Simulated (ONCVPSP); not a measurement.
## Before and after: ONCV potential for oxygen (O)

```
Element                 : oxygen
Generator               : ONCVPSP 4.0.1
Type                    : optimised norm-conserving Vanderbilt (ONCV)
Functional              : PBEsol
Relativity              : scalar-relativistic
Frozen core             : [He]
Valence charge          : 6
Reference configuration : 2s2 2p4
Partial waves           : 2s: rc 0.90 bohr, ncon 5, nbas 8, qcut 9.4 1/bohr, local; 2p: rc 1.05 bohr, ncon 4, nbas 8, qcut 8.3 1/bohr, 2 projectors, debl 2.5 Ha
Local potential         : the s channel
Core correction         : polynomial model core, fcfact 0.2
```

Change: p: qcut 5.

Cutoffs: the cutoffs (Ha) at which the residual kinetic energy of the hardest occupied pseudo-wave falls to 1 and 0.1 mHa per electron; they do not see the model core or the augmentation charge, which bear on the density cutoff. Errors are all-electron minus pseudo energies relative to the spin-unpolarised reference configuration.

How do hardness, ghosts and transferability respond?

The potential gets harder (61 Ha and 175 Ha → 181 Ha and 218 Ha); of the 4 tests that both files solve, the error grows in 4 and shrinks in 0 by more than 15 % and 0.3 meV (median size 41.1 → 78.4 meV); neither file shows a bound ghost.

```csv
quantity,base,changed
"cutoff, loose",61 Ha,181 Ha
"cutoff, tight",175 Ha,218 Ha
loose cutoff by channel,"s 42 Ha, p 61 Ha","s 42 Ha, p 181 Ha"
bound ghosts,none,none
GHOST(+) flags under 300 eV,none,none
"error for 2s2 2p3, meV [ΔE 16.36 eV]",+7.7,+16
"error for 2s2 2p2, meV [ΔE 49.84 eV]",+75,+141
"error for 2s2 2p1, meV [ΔE 103.54 eV]",+324,+590
"error for 2s2 2p3.5, meV [ΔE 6.25 eV]",+0.9,+2.1
s: phases at 0.91 bohr within 0.05 rad from the reference energy up to (Ha; the scan ends near 5),to the end of the scan,to the end of the scan
p: phases at 1.06 bohr within 0.05 rad from the reference energy up to (Ha; the scan ends near 5),to the end of the scan,to the end of the scan
"rms error of d²Exc/dni dnj with the model core, mHa",1.25,1.40
```
